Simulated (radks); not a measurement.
Results of a calculation; reference values are marked as such.
Q: The mean radii <r> (bohr) of the occupied orbitals of an atom or ion are listed with their occupations. Code: a radial shooting solver on a logarithmic mesh with Libxc functionals. Model: scalar-relativistic Kohn-Sham, r2SCAN, spin-polarised, spherical densities, finite nucleus; meta-GGA in the generalised Kohn-Sham scheme; Fermi nuclear charge, rms radius of each element as measured or else 0.836 A^(1/3) + 0.57 fm.

orbital  occ.      <r>
1s up       1  0.02723
1s down     1  0.02723
2s up       1   0.1171
2s down     1   0.1171
2p up       3   0.1025
2p down     3   0.1025
3s up       1   0.3134
3s down     1   0.3134
3p up       3   0.3117
3p down     3   0.3116
3d up       5   0.2886
3d down     5   0.2886
4s up       1   0.7405
4s down     1   0.7410
4p up       3   0.7922
4p down     3   0.7912
4d up       5   0.9202
4d down     5   0.9078
5s up       1    1.840
5p up       3    2.113
6s up       1    4.171

Name the element and its charge. Open shells, if any, are filled with parallel spins first.

A: Z = 53, iodine, charge +2: I2+ in [Kr] 4d10 5s1 5p3 6s1. The 1s radius gives Z: for a bare nucleus <r> = (2 gamma + 1)/(2Z) with gamma = sqrt(1 - (Z/c)^2), 0.02683 bohr for Z = 53, and screening makes it slightly larger (0.02723 here). The occupations add up to 51, and the charge is Z minus that.
